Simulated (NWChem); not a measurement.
System meant: C2H4BNO; SMILES CBN=C=O

Here is an NWChem input.

```
start job
memory heap 200 mb stack 900 mb global 1100 mb
geometry units angstroms noautoz
  B     -0.895523     0.448298    -0.721299
  H     -1.738307    -0.236999    -1.229547
  C     -0.872505     1.998090    -0.944976
  H     -0.820515     2.217594    -2.021482
  H     -0.054244     2.519949    -0.439916
  H     -1.826382     2.433468    -0.612121
  N      0.072249    -0.206467     0.087736
  C      0.668950    -1.080472     0.660553
  O      1.301899    -1.880624     1.248242
end
basis spherical
  B library def2-svp
  H library def2-svp
  C library def2-svp
  N library def2-svp
  O library def2-svp
end
dft
  xc xpbe96 cpbe96
  iterations 4
  mulliken
end
task dft energy
```

End of the output:

```
    Atom       Charge   Shell Charges
 -----------   ------   -------------------------------------------------------
    1 B    5     5.03   1.96  0.53  0.26  1.41  0.65  0.22
    2 H    1     1.04   0.65  0.36  0.03
    3 C    6     6.15   1.96  0.58  0.31  1.92  1.33  0.05
    4 H    1     0.94   0.61  0.25  0.07
    5 H    1     0.96   0.63  0.26  0.07
    6 H    1     0.94   0.61  0.25  0.07
    7 N    7     6.99   1.97  0.72  0.40  2.25  1.60  0.04
    8 C    6     5.90   1.96  0.60  0.25  1.83  1.00  0.26
    9 O    8     8.06   1.97  0.93  0.64  2.66  1.82  0.04

 center of mass
 --------------
 x =  -0.01431982 y =   0.22670287 z =   0.00014881

 moments of inertia (a.u.)
 ------------------
         843.727755213176           0.000000000000           0.000000000000
           0.000000000000          43.586690530230          -0.000000000000
           0.000000000000          -0.000000000000         876.356638165647

     Multipole analysis of the density
     ---------------------------------

     L   x y z        total         alpha         beta         nuclear
     -   - - -        -----         -----         ----         -------
     0   0 0 0     -0.000000    -18.000000    -18.000000     36.000000

     1   1 0 0      0.017670      0.008835      0.008835     -0.000000
     1   0 1 0     -0.638918     -0.319459     -0.319459      0.000000
     1   0 0 1     -0.001339     -0.000669     -0.000669      0.000000

     2   2 0 0    -22.382264    -25.038694    -25.038694     27.695123
     2   1 1 0     -0.555791      1.904358      1.904358     -4.364506
     2   1 0 1     -0.002842     -0.003132     -0.003132      0.003422
     2   0 2 0    -24.518343   -243.563290   -243.563290    462.608237
     2   0 1 1      0.007766     -0.005928     -0.005928      0.019621
     2   0 0 2    -20.861742    -13.149047    -13.149047      5.436353

 ------------------------------------------------------------------------
 dft energy failed                                                                                  0
 ------------------------------------------------------------------------
 ------------------------------------------------------------------------
  current input line :
    26: task dft energy
 ------------------------------------------------------------------------
 ------------------------------------------------------------------------
 This type of error is most commonly associated with calculations not reaching convergence criteria
 ------------------------------------------------------------------------
 For more information see the NWChem manual at https://nwchemgit.github.io

0:dft energy failed:Received an Error in Communication
```

### Question
Find the fault in this run and fix the input.

### Answer
The run did not converge; its last values are not results. Cause: the SCF was allowed too few iterations. This input runs:
```
start job
memory heap 200 mb stack 900 mb global 1100 mb
geometry units angstroms noautoz
  B     -0.895523     0.448298    -0.721299
  H     -1.738307    -0.236999    -1.229547
  C     -0.872505     1.998090    -0.944976
  H     -0.820515     2.217594    -2.021482
  H     -0.054244     2.519949    -0.439916
  H     -1.826382     2.433468    -0.612121
  N      0.072249    -0.206467     0.087736
  C      0.668950    -1.080472     0.660553
  O      1.301899    -1.880624     1.248242
end
basis spherical
  B library def2-svp
  H library def2-svp
  C library def2-svp
  N library def2-svp
  O library def2-svp
end
dft
  xc xpbe96 cpbe96
  iterations 150
  mulliken
end
task dft energy
```
It converges to -233.03410 Ha (PBE/def2-SVP).
